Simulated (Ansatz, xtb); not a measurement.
## Isomers of GeH10Si3 in order of energy

3 gas-phase structures of GeH10Si3, from a drawn sample of its isomers (lower ones may exist). Each was relaxed with GFN2-xTB; where two conformers were screened, the lower at r2SCAN-D4/def2-SVP is listed:

A. `[SiH3][SiH]([SiH3])[GeH3]`, a singlet
B. `[SiH3][SiH2][GeH2][SiH3]`, a singlet
C. `[SiH3][GeH]([SiH3])[SiH3]`, a singlet

Which do you expect lowest at r2SCAN-D4/def2-SVP, and how would the others follow?

Calculated order at r2SCAN-D4/def2-SVP: C (0.0), B (4.9), A (6.7) kcal/mol.

Energies above the lowest of each column, in kcal/mol; the last columns are at B3LYP-D3(BJ)/def2-SVP geometries:

| structure | GFN2-xTB | HF/STO-3G | r2SCAN-D4/def2-SVP | B3LYP-D3(BJ)/def2-SVP | CCSD(T)/def2-SVP + ΔMP2/def2-TZVPP |
| --- | --- | --- | --- | --- | --- |
| C | 0.0 | 0.0 | 0.0 | 0.0 | 0.0 |
| B | 11.7 | 4.2 | 4.9 | 4.1 | 4.8 |
| A | 24.9 | 7.2 | 6.7 | 6.0 | 7.1 |

Every level run on C puts it lowest or level with the lowest. Flexible structures stand in one conformer each, not always the lowest. ΔMP2 is the change of the MP2 energy from the smaller to the larger basis.

Programs: Ansatz 0.2.0, xtb 6.7.1.
